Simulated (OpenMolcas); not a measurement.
## Ionisation energies of antimony

```
Program             : OpenMolcas
Basis               : ANO-R3 [8s7p5d3f2g1h]
Scalar Hamiltonian  : X2C, finite nucleus
Spin-orbit coupling : state interaction with AMFI integrals over the reference wave functions, term energies averaged over their components
```

Active shells in each charge state: the valence s, p shells, with orbitals averaged over the low states. Where CASPT2's correlated closed shells are named, they are those of the first ion.

A. CASSCF
B. SS-CASPT2, IPEA 0.25 Eh, imaginary shift 0.1 Eh (closed shells correlated: 4d)
C. SS-CASPT2, IPEA 0 Eh, imaginary shift 0.1 Eh (closed shells correlated: 4d)
D. SS-CASPT2, IPEA 0.25 Eh, imaginary shift 0.1 Eh (closed shells correlated: none)
E. SS-CASPT2, IPEA 0.25 Eh, imaginary shift 0.1 Eh (closed shells correlated: 4s 4p 4d)

Energies in eV between the lowest computed levels, named as in B; reference values from the NIST Atomic Spectra Database with their kind.

```json
{"From": "Sb+ 5s² 5p² ³P₀", "To": "Sb2+ 5s² 5p ²P°_1/2", "A": "15.769", "B": "16.619", "C": "16.723", "D": "16.299", "E": "16.632", "Spin-orbit share in B": "+0.044", "Reference": "16.626 (measured)"}
{"From": "Sb2+ 5s² 5p ²P°_1/2", "To": "Sb3+ 5s² ¹S₀", "A": "24.150", "B": "25.251", "C": "25.353", "D": "24.763", "E": "25.288", "Spin-orbit share in B": "+0.488", "Reference": "25.323 (measured)"}
{"From": "Sb3+ 5s² ¹S₀", "To": "Sb4+ 5s ²S_1/2", "A": "42.525", "B": "43.573", "C": "43.575", "D": "42.596", "E": "43.675", "Spin-orbit share in B": "+0.000", "Reference": "43.804 (measured)"}
{"From": "Sb4+ 5s ²S_1/2", "To": "Sb5+ 4d¹⁰ ¹S₀", "A": "53.423", "B": "54.984", "C": "55.032", "D": "53.423", "E": "55.132", "Spin-orbit share in B": "+0.000", "Reference": "55.000 (semi-empirical)"}
```

Steps that some method lacks are left out, and so are those with a state whose active s or d shell is doubly occupied in every root (s and p with five to eight electrons, d10) over a frozen core shell of the same l, since the two then mix freely.

Error against the reference values, in %:

| From | Reference | A | B | C | D | E |
| --- | --- | --- | --- | --- | --- | --- |
| Sb+ | measured | -5.2 | 0 | +0.6 | -2.0 | 0 |
| Sb2+ | measured | -4.6 | -0.3 | +0.1 | -2.2 | -0.1 |
| Sb3+ | measured | -2.9 | -0.5 | -0.5 | -2.8 | -0.3 |
| Sb4+ | semi-empirical | -2.9 | 0 | +0.1 | -2.9 | +0.2 |

Mean absolute error over the 3 measured values: A 1.10 eV, B 0.10 eV, C 0.12 eV, D 0.70 eV, E 0.06 eV. E lies closest.

° marks odd parity.
